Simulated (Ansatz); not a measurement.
`F[C]1([InH2])C=N1` and `CC1(F)C=N1` differ in one atom or group.

Ansatz, PBE0-D4/def2-TZVP geometries, multiplicity 1. 

Elements past krypton have def2 core potentials.

| property | `F[C]1([InH2])C=N1` |
| --- | --- |
| HOMO energy (ωB97M-V/def2-TZVPP) / eV | -9.89 |
| zero-point energy (PBE0-D4/def2-TZVP) / kJ/mol | 100.4 |
| HOMO–LUMO gap (PBE/def2-TZVPP) / eV | 3.54 |
| HOMO–LUMO gap (PBE0/def2-TZVPP) / eV | 5.63 |
| size of the dipole moment (PBE/def2-TZVPP) / D | 2.32 |
| HOMO energy (PBE/def2-TZVPP) / eV | -6.33 |

(1) Give the same properties after the change, and the shifts. (Best estimate.)

Answers

(1) The calculation gave: 
```csv
property,`CC1(F)C=N1`,shift
HOMO energy (ωB97M-V/def2-TZVPP) / eV,-10.20,-0.31
zero-point energy (PBE0-D4/def2-TZVP) / kJ/mol,172.5,72.1
HOMO–LUMO gap (PBE/def2-TZVPP) / eV,4.32,0.78
HOMO–LUMO gap (PBE0/def2-TZVPP) / eV,6.93,1.30
size of the dipole moment (PBE/def2-TZVPP) / D,2.53,0.21
HOMO energy (PBE/def2-TZVPP) / eV,-6.44,-0.11
```

With PBE0 the HOMO falls by 0.22 eV and the LUMO rises by 1.08 eV, so the gap widens by about 1.30 eV. PBE moves the HOMO by -0.11 eV and ωB97M-V by -0.31 eV. The zero-point energy changes by 72.1 kJ/mol with +3 modes. Dipoles are sizes alone; their direction can turn.

Positive LUMOs are unbound, so they and the gaps depend on the basis.
